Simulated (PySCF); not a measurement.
C4H7 (SMILES [CH2]C(=C)C), doublet (typed; the unrestricted solution is spin-contaminated), at a GFN2-xTB geometry. Base run: PySCF with MP2/STO-3G.

PySCF was given this input:
```python
from pyscf import gto, scf, mp

mol = gto.M(
    atom='''
C    -0.19495187    0.15685852    1.40366555
C    -0.00119422    0.08240982    0.04378401
H    -0.29377985    1.10630927    1.89854694
H    -0.25392347   -0.72596582    2.01373916
C     0.07590634    1.21165371   -0.74090455
H     0.22795896    1.14765059   -1.80292646
H    -0.01487156    2.19324052   -0.31204544
C     0.11066686   -1.26726994   -0.61376699
H     0.38726064   -2.03093733    0.10821526
H    -0.84735425   -1.54391310   -1.05326649
H     0.85214687   -1.24829667   -1.40893108
''',
    basis='sto-3g',
    spin=1,
    verbose=5,
)

mf = scf.UHF(mol)
mf.kernel()

pt = mp.MP2(mf)
pt.kernel()
print('E(MP2) = %.10f' % pt.e_tot)
```

Variants of this job, named by their change:

```csv
change,ΔE vs base (mEh),MP2 correlation (Eh),basis functions
base,0.000,-0.17855,27
frozen = 5,21.326,-0.15723,27
method = cisd,-43.760,-,27
frozen = 4,1.747,-0.17681,27
frozen = 3,1.368,-0.17718,27
cart = on,0.000,-0.17855,27
method = ccsd,-74.959,-0.17855,27
density fitting = JK and correlation,-0.435,-0.17851,27
method = ccsd(t),-77.299,-0.17855,27
```

Open shells are given as the SCF converged; they aren't shown to be the lowest states, and a large step between rows can be another state.
